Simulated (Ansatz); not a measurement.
Cs₃H₃⁺. Total charge 1; doublet. Geometry PBE0-D4/def2-TZVP; atoms count from 1.

```xyz
6

Cs   -0.2387    1.4618   -2.2722
Cs    0.2027   -1.5564    2.2133
Cs    1.8087    2.7266    1.6540
H     0.3140    0.4410    0.2657
H    -0.8444   -1.2614   -0.7651
H    -1.2423   -1.8117   -1.0958
```

In the def2 sets Cs takes a core potential; there is no spin–orbit coupling. In the doublet, H5 and H6 lie 0.76 Å apart (atoms count from 1), so H2 has formed as a molecule. Another isomer (doublet) lies 0.08 eV lower at PBE0-D4/def2-TZVP; other spin states weren't run for this one.

Problem. Estimate the Mulliken populations from the PBE0/def2-TZVP orbitals of Ansatz.

Solution. 
```json
{"atom": "Cs1", "charge (e)": "0.72", "spin (α − β)": "0.19"}
{"atom": "Cs2", "charge (e)": "0.72", "spin (α − β)": "0.19"}
{"atom": "Cs3", "charge (e)": "0.28", "spin (α − β)": "0.61"}
{"atom": "H4", "charge (e)": "-0.69", "spin (α − β)": "0.02"}
{"atom": "H5", "charge (e)": "-0.07", "spin (α − β)": "0.00"}
{"atom": "H6", "charge (e)": "0.04", "spin (α − β)": "0.00"}
```
Mulliken values depend strongly on the basis.

Problem. Where does the spin sit?

Solution. Summed by element: Cs 0.98, H 0.02, of 1 unpaired in all. Largest on single atoms: Cs3 0.61, Cs1 0.19, Cs2 0.19.
